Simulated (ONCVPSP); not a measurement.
## Te (Z = 52): from the effect back to the setting (ONCV)

Base potential:

```json
{"Element": "Te (Z = 52)", "Generator": "ONCVPSP 4.0.1", "Type": "optimised norm-conserving Vanderbilt (ONCV)", "Functional": "LDA (Perdew-Wang 92)", "Relativity": "fully relativistic", "Frozen core": "[Kr] 4d10", "Valence charge": "6", "Reference configuration": "5s2 5p4", "Partial waves": "5s: rc 1.85 bohr, ncon 4, nbas 7, qcut 3.3 1/bohr, 1 projector; 5p: rc 2.35 bohr, ncon 4, nbas 8, qcut 2.8 1/bohr, 3 projectors, debl 2.5 Ha; d scattering state at 0.27 Ha: rc 2.55 bohr, ncon 4, nbas 8, qcut 4.4 1/bohr, 2 projectors, debl 0.5 Ha", "Local potential": "polynomial inside 1.65 bohr (lpopt 5, dvloc0 6 Ha)", "Core correction": "none"}
```

Open shells are filled in proportion to 2j + 1.

Cutoffs, loose and tight: the cutoffs (Ha) at which the residual kinetic energy of the hardest occupied pseudo-wave falls to 1 and 0.1 mHa per electron. They do not see the model core or the augmentation charge, which bear on the density cutoff. Test errors are all-electron minus pseudo excitation energies from the reference, over the configurations 5s2 5p3; 5s2 5p2; 5s2 5p1; 5s2 5p0; variants that change the core or the reference have their own tests.

Only the scale of all radii (base = 1) is moved (1 further runs of the sweep failed or gave no value and are left out):

| scale of all radii (base = 1) | cutoff, loose | cutoff, tight | bound ghosts | largest test error (meV) |
| --- | --- | --- | --- | --- |
| 0.85 | 23 Ha | 48 Ha | d5/2, d3/2 | +310 |
| 1 | 22 Ha | 33 Ha | none | +153 |
| 1.07 | 21 Ha | 29 Ha | none | +75 |
| 1.15 | 18 Ha | 26 Ha | none | +12 |
| 1.25 | 9.8 Ha | 21 Ha | none | -75 |
| 1.31 | 6.9 Ha | 19 Ha | none | -123 |

Q: One more run gave cutoff, loose: 16 Ha; cutoff, tight: 37 Ha; bound ghosts: none; largest test error (meV): +192. Which value of the scale of all radii (base = 1) was used?

A: 0.96. The tight cutoff moves one way along this sweep, from 48 Ha at 0.85 to 19 Ha at 1.31, which places the run between 0.85 and 1.
